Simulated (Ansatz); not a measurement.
K3H3. The state is a singlet with charge 0. Geometry relaxed at PBE-D4/def2-TZVP.

```xyz
6

K    -1.194   -0.149    2.184
K     2.492    0.120   -0.055
K    -1.296    0.028   -2.129
H     1.264   -0.003    2.078
H    -2.431   -0.123    0.053
H     1.166    0.127   -2.132
```

The structure comes from a short search, and lower isomers may exist.

Q: Estimate the harmonic wavenumbers at RKS PBE-D4/def2-TZVP (Ansatz, unscaled). Is this a minimum?

A: 63, 63, 118, 184, 184, 326, 489, 490, 568, 806, 898, 899 cm⁻¹. Yes, no mode is imaginary beyond noise. Zero-point energy 30.4 kJ/mol. Run time 27 s (4 threads of Arm Neoverse V2 on a shared host).
